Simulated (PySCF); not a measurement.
# Si+ (silicon, charge +1) across methods

[Ne] 3s2 3p1, 2P determinant. All numbers are calculated (PySCF 2.14, no relativity, point nucleus, in dyall-av2z (13s9p2d, 50 functions)).

```json
{"method": "PBE", "E (hartree)": "-288.9244", "mean ε 3s α (eV)": "-19.279", "mean ε 3s β (eV)": "-18.388", "mean ε 3p α (eV)": "-12.174", "Σ⟨r²⟩ (bohr²)": "19.95", "⟨S²⟩": "0.754"}
{"method": "LDA", "E (hartree)": "-287.9110", "mean ε 3s α (eV)": "-19.384", "mean ε 3s β (eV)": "-18.539", "mean ε 3p α (eV)": "-12.058", "Σ⟨r²⟩ (bohr²)": "19.97", "⟨S²⟩": "0.751"}
{"method": "r2SCAN", "E (hartree)": "-289.0361", "mean ε 3s α (eV)": "-19.547", "mean ε 3s β (eV)": "-18.523", "mean ε 3p α (eV)": "-12.539", "Σ⟨r²⟩ (bohr²)": "20.01", "⟨S²⟩": "0.759"}
{"method": "B3LYP", "E (hartree)": "-289.0963", "mean ε 3s α (eV)": "-20.391", "mean ε 3s β (eV)": "-19.374", "mean ε 3p α (eV)": "-12.998", "Σ⟨r²⟩ (bohr²)": "19.94", "⟨S²⟩": "0.754"}
{"method": "PW91", "E (hartree)": "-289.0542", "mean ε 3s α (eV)": "-19.331", "mean ε 3s β (eV)": "-18.438", "mean ε 3p α (eV)": "-12.214", "Σ⟨r²⟩ (bohr²)": "19.91", "⟨S²⟩": "0.754"}
{"method": "BP86", "E (hartree)": "-289.0954", "mean ε 3s α (eV)": "-19.373", "mean ε 3s β (eV)": "-18.548", "mean ε 3p α (eV)": "-12.229", "Σ⟨r²⟩ (bohr²)": "19.91", "⟨S²⟩": "0.753"}
{"method": "wB97X-V", "E (hartree)": "-289.0235", "mean ε 3s α (eV)": "-23.200", "mean ε 3s β (eV)": "-21.930", "mean ε 3p α (eV)": "-15.488", "Σ⟨r²⟩ (bohr²)": "20.02", "⟨S²⟩": "0.754"}
{"method": "PBE0", "E (hartree)": "-288.9487", "mean ε 3s α (eV)": "-20.674", "mean ε 3s β (eV)": "-19.483", "mean ε 3p α (eV)": "-13.307", "Σ⟨r²⟩ (bohr²)": "19.95", "⟨S²⟩": "0.755"}
{"method": "UHF", "E (hartree)": "-288.56965", "mean ε 3s α (eV)": "-24.090", "mean ε 3s β (eV)": "-21.691", "mean ε 3p α (eV)": "-16.150", "Σ⟨r²⟩ (bohr²)": "20.31", "⟨S²⟩": "0.764"}
```
